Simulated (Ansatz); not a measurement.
Isolated molecules relaxed with PBE0-D4/def2-TZVP in Ansatz; ΔE leaves out vibrations. CCSD(T)/CBS adds triple-zeta CCSD(T) − MP2 to the extrapolated MP2 energy (def2 sets, frozen cores). Functionals use def2-TZVPP. For Se outer-core shells are correlated without core-valence functions, which leaves a few kJ/mol of doubt a bond. Scalar relativity is left out up to krypton. One conformer a species, not always the lowest.

Reaction (formal exchange of groups at a B–N bond): `NB[SeH]` + `C=NC(C)=N` → `C=NB[SeH]` + `CC(=N)N`

```json
{"level": "PBE-D4", "ΔE (kcal/mol)": "2.9"}
{"level": "B2PLYP", "ΔE (kcal/mol)": "5.3"}
{"level": "PBE0", "ΔE (kcal/mol)": "3.8"}
{"level": "MP2/def2-TZVPP", "ΔE (kcal/mol)": "7.4"}
{"level": "HF/def2-QZVPP", "ΔE (kcal/mol)": "7.0"}
{"level": "SCS-MP2/def2-QZVPP", "ΔE (kcal/mol)": "7.6"}
{"level": "HF/CBS(def2)", "ΔE (kcal/mol)": "7.0"}
{"level": "CCSD/CBS(def2)", "ΔE (kcal/mol)": "7.0"}
```

Problem. What does CCSD(T)/CBS give? (An estimate is asked.)

Solution. The calculation gave: +7.1 kcal/mol. The listed levels differ from it by -4.2, -1.8, -3.3, 0.3, -0.1, 0.5, -0.1, -0.1 kcal/mol.

Largest T1 diagnostic among the species: 0.013.

From PBE to PBE0 (25 % exact exchange), in def2-TZVPP and without D4, ΔE moves by +1.1 kcal/mol.
